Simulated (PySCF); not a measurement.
CHO, doublet, geometry from GFN2-xTB. Base run: M06/6-31G (PySCF).

Geometry (Å):
```xyz
3

C      0.0508     0.5856     0.0113
O      0.0658    -0.5941    -0.0134
H     -0.8312     1.2394     0.0392
```
Charge 0, spin multiplicity 2.
Orbitals are unrestricted.
All else is at PySCF's defaults.
Base energy -113.73818 Eh.

The base run was repeated with changes; each row names its change, and settings that it needs were set with it.

| change | ΔE vs base (µEh) | grid points | electrons on the grid |
|---|---|---|---|
| base | 0.0 | 38008 | 15.00000 |
| grids.atom_grid = (150, 974) | -0.7 | 238624 | 15.00000 |
| grids.atom_grid = (50, 194) | -21.2 | 19608 | 15.00001 |
| grids.becke_scheme = stratmann | -0.9 | 38008 | 15.00000 |
| grids.level = 1 | -291 | 12832 | 15.00001 |
| grids.level = 0 | -7270 | 2792 | 15.00639 |
| grids.level = 4 | -1.8 | 72576 | 15.00000 |
| grids.level = 5 | -0.5 | 109496 | 15.00000 |
| grids.atom_grid = (99, 590) | -2.0 | 95688 | 15.00000 |
| grids.level = 7 | -0.8 | 223384 | 15.00000 |
| grids.atom_grid = (75, 302) | 0.0 | 43040 | 15.00000 |

Open shells are given as the SCF converged; they aren't shown to be the lowest states, and a large step between rows can be another state.
